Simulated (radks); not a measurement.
The numbers below are computed, except where a source is named.
Species: C IV. Configuration: [He] 2s1. Code: a radial shooting solver on a logarithmic mesh with Libxc functionals. Model: Dirac Kohn-Sham, B86b exchange with PBE correlation, spin-unpolarised, spherical densities, finite nucleus; Fermi nuclear charge, rms radius 2.4702 fm.

Normalised radial functions P(r) = r R(r) (large component), r in bohr:

```
   r/bohr * 1s1/2, o 2s1/2, + 2p1/2 (the largest magnitude, 1.73, reaches the edge; | marks zero, & curves that meet)
 0.009213                             +o  *
  0.01022                             +o  *
  0.01125                             +o   *
  0.01249                             +o   *
  0.01374                             + o  *
  0.01513                             + o   *
  0.01679                             + o    *
  0.01848                             + o    *
   0.0205                             + o     *
  0.02257                             + o      *
  0.02504                             +  o     *
  0.02757                             +  o      *
  0.03035                             +  o       *
  0.03367                             +  o        *
  0.03706                             +   o        *
  0.04113                             +   o         *
  0.04527                             +   o          *
  0.04983                             +   o           *
  0.05529                             +    o           *
  0.06086                             +    o            *
  0.06753                             |+   o              *
  0.07434                             |+    o              *
  0.08183                             |+    o               *
   0.0908                             |+    o                *
  0.09995                             |+    o                 *
   0.1109                             |+     o                 *
   0.1221                             | +    o                  *
   0.1355                             | +    o                  *
   0.1491                             | +    o                   *
   0.1641                             |  +   o                   *
   0.1821                             |  +  o                    *
   0.2005                             |  +  o                    *
   0.2224                             |   +o                    *
   0.2448                             |    &                   *
   0.2695                             |   o+                  *
   0.2991                             |  o  +                *
   0.3292                             | o    +             *
   0.3653                             o       +          *
   0.4021                            o|       +        *
   0.4461                          o  |        +     *
   0.4911                        o    |         +  *
   0.5406                       o     |          &
   0.5998                     o       |        *  +
   0.6603                   o         |      *     +
   0.7326                  o          |    *       +
   0.8064                o            |   *         +
   0.8877               o             |  *          +
    0.985               o             | *           +
    1.084              o              |*            +
    1.203               o             |*           +
    1.324               o             *           +
    1.458                o            *          +
    1.617                  o          *         +
     1.78                   o         *        +
    1.976                     o       *      +
    2.175                       o     *     +
    2.413                        o    *   +
    2.656                          o  *  +
    2.924                           o * +
    3.244                            o* +
    3.571                            o*+
    3.963                             &+
    4.362                             &
```

1s1/2: eigenvalue -332.23 eV, 0 radial nodes, <r> = 0.269 bohr, 90 % of the charge inside 0.483 bohr. 2s1/2: eigenvalue -56.180 eV, 1 radial node at r = 0.370 bohr, <r> = 1.28 bohr, 90 % of the charge inside 1.97 bohr. 2p1/2 (empty): eigenvalue -48.181 eV, 0 radial nodes, <r> = 1.20 bohr, 90 % of the charge inside 1.94 bohr.
